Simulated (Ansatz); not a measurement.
Molecule (SMILES): [F][Ga] (F-Ga) (closed-shell singlet).
Atoms: Ga1, F2. Bonds: Ga1-F2.

Basis-set convergence of the optimised Ga1-F2 bond length at PBE with Ansatz (an electronic-structure program). Cartesian d functions, on some or all atoms, in 3-21G; all else is spherical. The program fits the integrals of some runs and decomposes those of others, by size. No added dispersion term, no relativity. Reference: the value in pcseg-4, 1.8073 Å, itself unsure by roughly 0.0006 Å (its mean distance from aug-pcseg-3, aug-cc-pVQZ, cc-pV5Z). Deviations are taken from unrounded values.

```json
[
 {"basis": "STO-3G", "functions": "23", "optimised Ga1-F2 bond length (Å)": "1.4394", "minus reference (Å)": "-0.3679"},
 {"basis": "pcseg-0", "functions": "31", "optimised Ga1-F2 bond length (Å)": "1.7878", "minus reference (Å)": "-0.0195"},
 {"basis": "3-21G", "functions": "32", "optimised Ga1-F2 bond length (Å)": "1.7129", "minus reference (Å)": "-0.0944"},
 {"basis": "cc-pVDZ", "functions": "41", "optimised Ga1-F2 bond length (Å)": "1.8130", "minus reference (Å)": "0.0057"},
 {"basis": "pcseg-1", "functions": "41", "optimised Ga1-F2 bond length (Å)": "1.8315", "minus reference (Å)": "0.0242"},
 {"basis": "def2-SVP", "functions": "46", "optimised Ga1-F2 bond length (Å)": "1.7977", "minus reference (Å)": "-0.0096"},
 {"basis": "aug-cc-pVDZ", "functions": "59", "optimised Ga1-F2 bond length (Å)": "1.8295", "minus reference (Å)": "0.0222"},
 {"basis": "def2-SVPD", "functions": "61", "optimised Ga1-F2 bond length (Å)": "1.8286", "minus reference (Å)": "0.0213"},
 {"basis": "6-311G**", "functions": "62", "optimised Ga1-F2 bond length (Å)": "1.8126", "minus reference (Å)": "0.0053"},
 {"basis": "pcseg-2", "functions": "73", "optimised Ga1-F2 bond length (Å)": "1.8111", "minus reference (Å)": "0.0038"},
 {"basis": "def2-TZVPP", "functions": "79", "optimised Ga1-F2 bond length (Å)": "1.8110", "minus reference (Å)": "0.0037"},
 {"basis": "def2-TZVPPD", "functions": "94", "optimised Ga1-F2 bond length (Å)": "1.8135", "minus reference (Å)": "0.0062"},
 {"basis": "aug-cc-pVTZ", "functions": "105", "optimised Ga1-F2 bond length (Å)": "1.8126", "minus reference (Å)": "0.0053"},
 {"basis": "pcseg-3", "functions": "128", "optimised Ga1-F2 bond length (Å)": "1.8079", "minus reference (Å)": "0.0006"},
 {"basis": "def2-QZVP", "functions": "132", "optimised Ga1-F2 bond length (Å)": "1.8071", "minus reference (Å)": "-0.0002"},
 {"basis": "aug-cc-pVQZ", "functions": "173", "optimised Ga1-F2 bond length (Å)": "1.8075", "minus reference (Å)": "0.0002"},
 {"basis": "aug-pcseg-3", "functions": "178", "optimised Ga1-F2 bond length (Å)": "1.8079", "minus reference (Å)": "0.0006"},
 {"basis": "pcseg-4", "functions": "212", "optimised Ga1-F2 bond length (Å)": "1.8073", "minus reference (Å)": "0.0000"}
]
```
